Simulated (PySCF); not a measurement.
CH₁₀O₂Si₃, SMILES OC[Si](O)([SiH3])[SiH3]. Atoms are numbered in the order given.

```xyz
16

O     -1.5067     2.2153    -0.0707
C     -0.7406     1.4404    -0.9626
Si     0.1824     0.1157     0.0322
O      0.8637     1.0957     1.2313
Si     1.8170    -1.0360    -1.2068
Si    -1.3396    -1.3814     1.0167
H     -0.9183     2.4694     0.6524
H     -0.0184     2.0513    -1.5437
H     -1.4224     0.9825    -1.6976
H      1.1930     0.6589     2.0220
H      1.1528    -1.8861    -2.2452
H      2.7532    -0.0881    -1.8882
H      2.6155    -1.9310    -0.3106
H     -0.6240    -2.2824     1.9771
H     -2.4013    -0.6452     1.7681
H     -1.9788    -2.2349    -0.0337
```
Charge 0, spin multiplicity 1.

Geometry: PBE0-D3(BJ)/def2-SVP. The structure was generated by enumeration, and PubChem lists no compound with its InChIKey, so it may never have been made. One conformer was computed; it need not be the lowest.

Two levels are set side by side: PBE/pcSseg-1 (PySCF) and PBE0/pcSseg-1 (PySCF). GIAO shifts against H2O (¹⁷O), TMS (²⁹Si), TMS (¹H), TMS (¹³C) at the same level; non-relativistic, no solvent, atoms listed together averaged. Differences are taken from unrounded values.

```json
[
 {"quantity": "δ(¹⁷O) of O1 (ppm)", "PBE0": "-1.7"},
 {"quantity": "δ(¹³C) of C2 (ppm)", "PBE0": "56.9"},
 {"quantity": "δ(²⁹Si) of Si3 (ppm)", "PBE0": "16.4"},
 {"quantity": "δ(¹⁷O) of O4 (ppm)", "PBE0": "8.3"},
 {"quantity": "δ(¹H) of H7 (ppm)", "PBE0": "1.66"},
 {"quantity": "δ(¹H) of H10 (ppm)", "PBE0": "0.31"}
]
```

Question: What does PBE give, and how far is it from PBE0? (An estimate is asked for; the answer gives what the named calculation found.)

Answer: 
```csv
quantity,PBE,PBE minus PBE0
δ(¹⁷O) of O1 (ppm),10.9,12.6
δ(¹³C) of C2 (ppm),61.0,4.1
δ(²⁹Si) of Si3 (ppm),15.5,-0.9
δ(¹⁷O) of O4 (ppm),19.3,11.0
δ(¹H) of H7 (ppm),1.66,0.00
δ(¹H) of H10 (ppm),0.19,-0.12
```

Rough cost on one machine, each run with all the roots and properties that it gave: PBE0 against PBE within a factor of 2.
